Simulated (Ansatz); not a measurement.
Cl₂H₂InN, SMILES `[NH2][In]([Cl])[Cl]`. Charge 0, multiplicity 1. In takes the def2 core potential. The structure was optimised at the PBE0-D4/def2-TZVP level. It is one conformer, not always the lowest.

```xyz
6

N    -0.021    0.563   -1.124
In   -0.128   -0.317    0.668
Cl   -0.095    0.919    2.617
Cl   -0.518   -2.583    0.874
H     0.292   -0.026   -1.884
H     0.470    1.445   -1.151
```

Problem. What is the dipole moment at PBE/def2-TZVPP? (Estimate.)

Solution. The calculation gave: 2.92 D, with components (1.26, 1.05, -2.42) D in this frame, pointing from negative to positive charge.

Problem. And with r2SCAN, B3LYP, ωB97M-V? (An estimate is asked.)

Solution. The calculation gave: r2SCAN 2.98 D, B3LYP 2.92 D, ωB97M-V 2.88 D.

Problem. Give the Mulliken charges with PBE, ωB97M-V, B3LYP in def2-TZVPP. (Estimate.)

Solution. Ansatz gave: 
```
atom    PBE  ωB97M-V  B3LYP
  N1  -0.43    -0.43  -0.45
 In2   0.78     0.83   0.86
 Cl3  -0.33    -0.33  -0.35
 Cl4  -0.33    -0.33  -0.35
  H5   0.16     0.13   0.15
  H6   0.16     0.13   0.15
```

B3LYP here is the variant with VWN-RPA as its local correlation; programs differ in this.
